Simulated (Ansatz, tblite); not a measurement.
Cost and result up the ladder for WOCl4 (WCl₄O) (6 atoms). Charge 0, multiplicity 1. Geometry: B3LYP-D4/def2-SVP.

```xyz
6

W     0.0543   -0.0351    0.0647
O     1.0529   -0.6793    1.2531
Cl    1.3607    1.5944   -0.9373
Cl   -1.0448    1.6976    1.1397
Cl   -1.9143   -1.2371    0.2782
Cl    0.4912   -1.3404   -1.7984
```

Ansatz on 4 threads of Intel Xeon Platinum 8175M on a shared host; xTB runs through tblite on one thread. Times are rough, summed over both states, and most runs start from the orbitals of an earlier one. PBE0-D4/def2-TZVP serves as the yardstick here, not as an exact answer. Differences are given only for rows in sets of like size (and for xTB, whose basis is part of the method), since another set adds its own error. The other state is a doublet.

In the def2 sets W takes a core potential; there is no spin–orbit coupling. The xTB rows come from tblite. Correlated methods freeze 21 core orbitals; core or outer-core shells of W are correlated, in sets that lack core-valence functions. The rows differ in basis, and correlated rows in double-zeta sets carry the largest basis error. In CCSD on the charge 1 doublet the largest single amplitude is 0.36, so its Hartree–Fock determinant may place the open shell otherwise than the density functionals do.

Correlated methods converge slowly with the basis, most of all in double-zeta sets.

Raw xTB energies of ions are shifted by several eV.

| level | functions | wall time | vertical IE (eV) | difference from PBE0-D4/def2-TZVP (eV) | remarks |
| --- | --- | --- | --- | --- | --- |
| GFN1-xTB | 49 | 0.045 s | 15.68 | 4.80 | – |
| GFN2-xTB | 49 | 0.07 s | 14.93 | 4.04 | – |
| PBE-D4/def2-TZVP | 219 | 11 s | 10.32 | -0.57 | – |
| PBE0-D4/def2-TZVP | 219 | 27 s | 10.89 | 0.00 | – |
| CCSD(T)/def2-SVP | 118 | 1.8 min | 10.80 | – | test for broken spin undecided (singlet) |
